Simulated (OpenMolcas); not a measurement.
**Er3+: effect of the metal basis and ligand basis**

Er3+ with 7 ligands (chloride) in pentagonal bipyramidal coordination (D5h) at 2.71 Å, the axial distance 2.845 Å. A charge of +0.571 e stands 2.4 Å behind each ligand.

| Property | Result |
| --- | --- |
| Program | OpenMolcas |
| Method | CASSCF |
| Spin-orbit coupling | state interaction with AMFI integrals over the reference wave functions |

Fixed: active space 11 electrons in 7 orbitals (4f), DKH2 Hamiltonian.

Energies in cm-1 above the lowest state or level, χT in cm3 K/mol.

```tsv
Run	Metal basis	Ligand basis	Ground state	First state of that spin	First gap with spin-orbit (degeneracies)	Width of lowest J	χT at 300 K	Cost
A	ANO-RCC-VDZP	ANO-RCC-VDZP	2S+1 = 4	24.7	11.1 (2, 2)	159	11.398	roughly 2.8 core-minutes
B	ANO-RCC-VTZP	ANO-RCC-VTZP	2S+1 = 4	24.5	10.0 (2, 2)	163	11.401	roughly 24 core-minutes
```

Against A, the width of the lowest J multiplet changes by +2.5 % in B.

Costs are those of the RASSCF and RASSI steps.

High states are left out of the spin-orbit mixing, which shifts the levels that they would mix with. Without dynamic correlation the ligand-field splitting of an f shell can come out too small, at times by half. No measured value stands beside these numbers; the geometry is a model, was not optimised and need not be the one that this ion takes.

A state without a sure symmetry label is named by its multiplicity alone.
